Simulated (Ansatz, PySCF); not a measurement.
C3H3BrF2, SMILES FC(F)/C=C\Br. Atoms are numbered in the order given.

```xyz
9

F     -2.4232    -0.7144    -0.9634
C     -1.2408    -0.0532    -1.1060
F     -1.2008     0.4282    -2.3797
C     -0.1089    -1.0075    -0.8991
C      0.8583    -0.9137     0.0126
Br     1.0306     0.4798     1.2877
H     -1.2267     0.7980    -0.4071
H     -0.0978    -1.8641    -1.5817
H      1.6537    -1.6554     0.1004
```
Charge 0, spin multiplicity 1.

Geometry optimised at B3LYP-D3(BJ)/def2-SVP. The structure was generated by enumeration; whether it is a known compound was not checked. One conformer was computed; it need not be the lowest.

Two levels are set side by side: PBE-D3(BJ)/def2-SVP (Ansatz, an electronic-structure program) and B3LYP-D3(BJ)/def2-SVP (Ansatz). Each level has its own optimised geometry; the coordinates shown are those of the second. Frequencies come from the Hessian of PySCF at each geometry. Differences are taken from unrounded values.

```
quantity                            B3LYP-D3(BJ)  PBE-D3(BJ)  PBE-D3(BJ) minus B3LYP-D3(BJ)
----------------------------------  ------------  ----------  -----------------------------
mean bond length (Å)                       1.342       1.349                          0.007
bond F1–C2 (Å)                             1.362       1.371                          0.009
bond C2–F3 (Å)                             1.362       1.371                          0.009
bond C2–C4 (Å)                             1.495       1.496                          0.002
bond C4–C5 (Å)                             1.332       1.342                          0.010
bond C5–Br6 (Å)                            1.897       1.894                         -0.003
bond C2–H7 (Å)                             1.101       1.112                          0.011
bond C4–H8 (Å)                             1.095       1.103                          0.008
bond C5–H9 (Å)                             1.091       1.100                          0.009
highest harmonic wavenumber (cm⁻¹)          3222        3152                            -70
mean harmonic wavenumber (cm⁻¹)             1172        1136                            -37
zero-point energy (kcal/mol)               35.20       34.10                          -1.10
```

GGA bonds tend to be longer and softer than those of functionals with exact exchange. Differences between two approximate levels are no errors against the true value.
